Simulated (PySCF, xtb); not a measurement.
C24H12, SMILES c12c3c(c4c(c5c3c3ccccc35)c3ccccc34)c1cccc2.

GFN2-xTB (xtb) at its own geometry gives an orbital gap of 2.69 eV and a dipole moment of 0.00 D.

Geometry optimised at B3LYP-D3(BJ)/def2-SVP.

Q: What does PySCF with ωB97X/def2-SVP give? (The exact figures need the calculation; the answer reports its results.)

A: gap 7.93 eV (levels -7.91 and 0.02 eV), dipole 0.00 D.
